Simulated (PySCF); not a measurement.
Mo(O)(NH)(OH)2 (H3MoNO3), SMILES [NH]=[Mo](=[O])([OH])[OH], multiplicity 1. Coordinates come from a PBE-D3(BJ)/def2-SVP optimisation. The spin state was assumed, not searched. The structure was generated by enumeration; whether it is a known compound was not checked. The def2 effective core potentials stand for the cores of Mo; spin–orbit coupling is left out. The values are those of a single conformer.

**Question.** Give the equilibrium geometry at PBE-D3(BJ)/def2-SVP (PySCF confirms it by a frequency run) as a Z-matrix, and its point group. (Estimate from the structure and the level; the computed values follow.)

**Answer.** One answer among several that fit: point group Cs.
```
Mo
O 1 1.6997
N 1 1.7514 2 110.46
H 3 1.0289 1 143.15 2 0.00
O 1 1.8955 2 109.47 3 119.49
H 5 0.9749 1 120.98 2 -132.27
O 1 1.8955 2 109.47 3 -119.49
H 7 0.9749 1 120.98 2 132.27
```
Charge 0, spin multiplicity 1.
